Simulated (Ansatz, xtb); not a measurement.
## Two isomers of AlF2H3OSi

Structure I: `[F][AlH][O][SiH2]F`, a singlet. Structure II: `[F][Al]([F])[O][SiH3]`, a singlet. Both are isolated molecules in the gas phase, relaxed with PBE0-D3(BJ)/def2-SVP; the shapes shown needn't be the lowest conformers.

I (Å):

```csv
atom,x (Å),y (Å),z (Å)
Al,-1.5602,-1.1344,1.4396
F,-2.5710,0.1282,1.8092
F,1.8595,-0.1950,3.2953
O,0.1073,-0.8476,1.4245
Si,1.6135,-0.2733,1.6952
H,-2.1609,-2.5351,1.0918
H,1.7553,1.1025,1.1534
H,2.6188,-1.2117,1.1357
```

II (Å):

```xyz
8

Al   -1.3438    1.4919   -1.5880
F    -2.0747    2.3045   -2.8221
F    -1.1153   -0.1308   -1.7677
O    -0.8516    2.2848   -0.2052
Si   -0.3645    3.0613    1.1686
H     1.0143    3.6003    0.9766
H    -1.2950    4.1887    1.4706
H    -0.3635    2.1084    2.3174
```

Which of the two would you expect CCSD(T)/def2-SVP + ΔMP2/def2-TZVPP electronic energies to favour?

Structure II; the calculation gives E(II) − E(I) = −19.5 kJ/mol.

Level by level:

```tsv
level	geometry	E(II) − E(I) (kJ/mol)	departure from the last row (kJ/mol)	job, with rough time for the two
GFN2-xTB	GFN2-xTB	+16.2	+35.8	optimisation, 1.1 s
HF/STO-3G	GFN2-xTB	−51.4	−31.9	single point, 1.4 s
r2SCAN-D4/def2-SVP	GFN2-xTB	−29.8	−10.2	single point, 11 s
PBE0-D3(BJ)/def2-SVP	PBE0-D3(BJ)/def2-SVP	−23.7	−4.1	optimisation, 1.9 min
HF/def2-SVP	PBE0-D3(BJ)/def2-SVP	−26.1	−6.6	part of the CCSD(T) run
MP2/def2-SVP	PBE0-D3(BJ)/def2-SVP	−30.4	−10.8	part of the CCSD(T) run
CCSD(T)/def2-SVP	PBE0-D3(BJ)/def2-SVP	−29.6	−10.0	single point
CCSD(T)/def2-SVP + ΔMP2/def2-TZVPP	PBE0-D3(BJ)/def2-SVP	−19.5		single point, 70 s
```

As drawn, II has 1 Al–F, 1 Si–H in place of 1 F–Si, 1 Al–H.

GFN2-xTB puts the two in the other order. The largest departure from CCSD(T)/def2-SVP + ΔMP2/def2-TZVPP is that of GFN2-xTB, 35.8 kJ/mol. The last row adds to CCSD(T) the change of the MP2 difference between the two basis sets, here +10.0 kJ/mol.

With harmonic frequencies from PBE0-D3(BJ)/def2-SVP (ideal gas, rigid rotor, one conformer each, 298.15 K, 1 atm): on the last row, ΔE + ΔZPE = −18.8 kJ/mol. A mode under 50 cm⁻¹ makes harmonic enthalpies and free energies unreliable, so none is given.

The correlated steps freeze 13 core orbitals. Programs: Ansatz 0.2.0, xtb 6.7.1; the last row on 1 thread of AMD EPYC (Zen 3) on a shared host.
